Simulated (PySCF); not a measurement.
Molfile (atoms numbered from 1):
```
C7H13NSi
     RDKit          3D

 22 21  0  0  0  0  0  0  0  0999 V2000
    3.2686   -1.9269   -0.0501 C   0  0  0  0  0  0  0  0  0  0  0  0
    2.7343   -1.0303   -0.6784 C   0  0  0  0  0  0  0  0  0  0  0  0
    1.8751    0.3401   -1.5728 Si  0  0  0  0  0  4  0  0  0  0  0  0
    0.5837    1.0622   -0.6764 N   0  0  0  0  0  0  0  0  0  0  0  0
    0.8549    2.0268    0.3634 C   0  0  0  0  0  0  0  0  0  0  0  0
   -0.7169    0.4316   -0.6223 C   0  0  0  0  0  0  0  0  0  0  0  0
   -0.9193   -0.5433    0.5463 C   0  0  0  0  0  0  0  0  0  0  0  0
   -2.2500   -1.2203    0.4928 C   0  0  0  0  0  0  0  0  0  0  0  0
   -3.2214   -1.0936    1.3980 C   0  0  0  0  0  0  0  0  0  0  0  0
    3.7399   -2.7205    0.5027 H   0  0  0  0  0  0  0  0  0  0  0  0
    2.8952    1.3891   -1.8585 H   0  0  0  0  0  0  0  0  0  0  0  0
    1.3050   -0.2396   -2.8225 H   0  0  0  0  0  0  0  0  0  0  0  0
    0.9764    1.5800    1.3691 H   0  0  0  0  0  0  0  0  0  0  0  0
    0.0341    2.7642    0.4251 H   0  0  0  0  0  0  0  0  0  0  0  0
    1.7792    2.5811    0.1389 H   0  0  0  0  0  0  0  0  0  0  0  0
   -0.8861   -0.1079   -1.5706 H   0  0  0  0  0  0  0  0  0  0  0  0
   -1.4977    1.2147   -0.5734 H   0  0  0  0  0  0  0  0  0  0  0  0
   -0.8102   -0.0107    1.5050 H   0  0  0  0  0  0  0  0  0  0  0  0
   -0.1121   -1.2968    0.5061 H   0  0  0  0  0  0  0  0  0  0  0  0
   -2.4293   -1.8558   -0.3853 H   0  0  0  0  0  0  0  0  0  0  0  0
   -3.0925   -0.4689    2.2886 H   0  0  0  0  0  0  0  0  0  0  0  0
   -4.1778   -1.6119    1.2892 H   0  0  0  0  0  0  0  0  0  0  0  0
  1  2  3  0
  2  3  1  0
  3  4  1  0
  4  5  1  0
  4  6  1  0
  6  7  1  0
  7  8  1  0
  8  9  2  0
  1 10  1  0
  3 11  1  0
  3 12  1  0
  5 13  1  0
  5 14  1  0
  5 15  1  0
  6 16  1  0
  6 17  1  0
  7 18  1  0
  7 19  1  0
  8 20  1  0
  9 21  1  0
  9 22  1  0
M  END
```

Geometry: PBE0-D3(BJ)/def2-SVP; GIAO absolute shieldings from PySCF 2.14.0 with density-fitted response routines, gas phase, non-relativistic, averaged over equivalent atoms.

At PBE0/pcSseg-1 (225 basis functions, 88 s wall time on 1 thread of an Arm Neoverse N1, shared host):
| atoms | σ (ppm) |
| --- | --- |
| C8 | 39.0 |
| C9 | 60.6 |
| C1 | 81.7 |
| C2 | 95.2 |
| C6 | 127.6 |
| C5 | 146.8 |
| C7 | 147.3 |
| Si3 | 404.0 |
| N4 | 232.7 |
| H20 | 25.31 |
| H21 | 25.88 |
| H22 | 26.00 |
| H11/H12 | 26.55 |
| H16/H17 | 28.53 |
| H13/H14/H15 | 28.63 |
| H18/H19 | 28.88 |
| H10 | 28.92 |

Question: What do these become at wB97X-D/pcSseg-1?

Answer: 
| atoms | σ at wB97X-D/pcSseg-1 | change |
| --- | --- | --- |
| C8 | 38.5 | -0.5 |
| C9 | 59.8 | -0.8 |
| C1 | 81.1 | -0.6 |
| C2 | 95.6 | +0.4 |
| C6 | 128.5 | +0.9 |
| C5 | 147.0 | +0.2 |
| C7 | 148.0 | +0.7 |
| Si3 | 403.9 | -0.1 |
| N4 | 236.2 | +3.5 |
| H20 | 25.45 | +0.14 |
| H21 | 25.98 | +0.10 |
| H22 | 26.11 | +0.11 |
| H11/H12 | 26.78 | +0.23 |
| H16/H17 | 28.70 | +0.17 |
| H13/H14/H15 | 28.77 | +0.14 |
| H18/H19 | 29.05 | +0.17 |
| H10 | 29.04 | +0.12 |

The largest change is at N4 (nitrogen bonded to 2 C, Si). Cost: 225 basis functions, 110 s wall time on 1 thread of an Arm Neoverse N1, shared host. The order of the carbon signals is the same at both levels.
